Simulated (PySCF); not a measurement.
C2H6BBrSi.
Numbering: `[CH2:1]=[CH:2][B:3]([SiH3:4])[Br:5]` (hydrogens: H6, H7 on C1; H8 on C2; H9, H10, H11 on Si4)

Level of theory: PBE0-D3(BJ)/def2-SVP geometry optimisation, gas phase (PySCF 2.14.0).

Q: What internal coordinates does the optimisation give?

A: 
| bond | length (Å) | order |
| --- | --- | --- |
| C1=C2 | 1.346 | double |
| C2–B3 | 1.540 | single |
| B3–Si4 | 2.026 | single |
| B3–Br5 | 1.923 | single |
| C1–H6 | 1.095 | single |
| C1–H7 | 1.096 | single |
| C2–H8 | 1.097 | single |
| Si4–H9, Si4–H10, Si4–H11 | 1.498 | single |

Bonds in one row agree within 0.01 Å and their mean is given. Orders are formal, as drawn. A selection of angles:
| angle | degrees |
| --- | --- |
| C2–C1–H6 | 121.4 |
| C2–C1–H7 | 122.3 |
| H6–C1–H7 | 116.3 |
| C1–C2–B3 | 122.1 |
| C1–C2–H8 | 118.2 |
| B3–C2–H8 | 119.7 |
| C2–B3–Si4 | 127.2 |
| C2–B3–Br5 | 117.7 |
| Si4–B3–Br5 | 115.1 |
| B3–Si4–H9 | 114.0 |
| B3–Si4–H10 | 110.0 |
| H9–Si4–H10 | 108.0 |

Dihedral angles: C1–C2–B3–Si4 0° (synperiplanar). The mirror-image conformer, all signs reversed, is as good.

B3 (three-coordinate boron) is planar (angles 127.2°, 117.7° and 115.1°, sum 360.0°, 0.01 Å off the plane of its three neighbours). Si4 (SiH3 silicon) is distorted tetrahedral (angles from 107.6° to 114.0°). The 5 heavy atoms lie in one plane (0.007 Å rms). Of the pairs four or more bonds apart, Si4···H6 is among the closest relative to their van der Waals radii: 3.03 Å, 92 % of the sum of Bondi's values.

Whether it is a minimum is left open (no frequencies). One conformer, not necessarily the lowest.
